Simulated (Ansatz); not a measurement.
Cost and result for the atomization energy of BCl2GeH5Si (`[SiH3][GeH]([Cl])[BH]Cl`) (10 atoms, 9 bonds).

Cartesian coordinates in Å:
```
Si -0.147 0.951 -1.512
Ge 0.319 0.295 0.736
Cl 2.482 0.128 0.856
B -0.539 -1.504 1.261
Cl 0.414 -2.929 1.452
H 0.560 2.222 -1.809
H 0.319 -0.117 -2.432
H -1.613 1.142 -1.679
H -0.074 1.414 1.720
H -1.720 -1.602 1.406
```

Charge 0, multiplicity 1. Correlated methods include outer-core shells of Ge, which these sets cover unevenly. Scalar relativity is left out up to krypton. The geometry is a stationary point of PBE0-D4/def2-TZVP. It is one conformer, not always the lowest. Program: Ansatz. All runs use 2 threads of an AMD EPYC 7R13 on a shared host and a share of an NVIDIA H100 80 GB. Times are those of one run each, without the atoms' runs, and a repeat can differ threefold. Electronic energies, without spin–orbit coupling; frozen cores. CCSD(T)/CBS adds CCSD(T) − MP2 in def2-TZVPP to the MP2 limit, and its time is that of the two runs behind it. T1 = 0.012. With those shells the extrapolation isn't a true limit. B3LYP takes the VWN-RPA correlation (the form of Gaussian; ORCA's B3LYP/G).

CCSD(T)/CBS is a level of theory with its own doubt, some kJ/mol a heavy atom from the limit and from the frozen cores, so smaller differences don't rank the functionals.

| level | functions | wall time | atomization (kJ/mol) | difference from CCSD(T)/CBS | per bond |
| --- | --- | --- | --- | --- | --- |
| PBE0-D4/def2-TZVPP | 275 | 1.7 s | 2953.9 | -5.8 | -0.6 |
| PBE-D4/def2-TZVPP (with forces) | 275 | 1.8 s | 2969.6 | 9.9 | 1.1 |
| B2PLYP/def2-TZVPP | 275 | 2.1 s | 2906.6 | -53.1 | -5.9 |
| r2SCAN-D4/def2-TZVPP (with forces) | 275 | 2.3 s | 2985.6 | 25.9 | 2.9 |
| B3LYP-D4/def2-TZVPP (with forces) | 275 | 2.3 s | 2939.4 | -20.3 | -2.3 |
| ωB97X-V/def2-TZVPP | 275 | 2.3 s | 2985.7 | 26.0 | 2.9 |
| ωB97M-V/def2-TZVPP (with forces) | 275 | 2.9 s | 2959.4 | -0.3 | 0.0 |
| CCSD(T)/def2-TZVPP | 275 | 3.5 s | 2890.3 | -69.4 | -7.7 |
| MP2/def2-QZVPP | 506 | 3.9 s | 2956.5 | -3.2 | -0.3 |
| CCSD(T)/CBS(def2) | – | 7.5 s | 2959.7 | 0.0 | 0.0 |

From PBE to PBE0 (25 % exact exchange), in def2-TZVPP and without D4, the atomization energy moves by −11.9 kJ/mol: exact exchange takes away binding that semilocal exchange gives to molecules. In def2-TZVPP, CCSD(T) changes the Hartree–Fock value by +647.3 kJ/mol (the triples alone add +42.6 kJ/mol) and MP2 by +673.7 kJ/mol; breaking electron pairs costs correlation energy, which Hartree–Fock lacks. The D4 term adds +46.8 kJ/mol with B3LYP and +25.0 kJ/mol with PBE0; it sums over pairs of atoms, weighted by their polarisabilities, and B3LYP, whose exchange is more repulsive, gets the larger term.
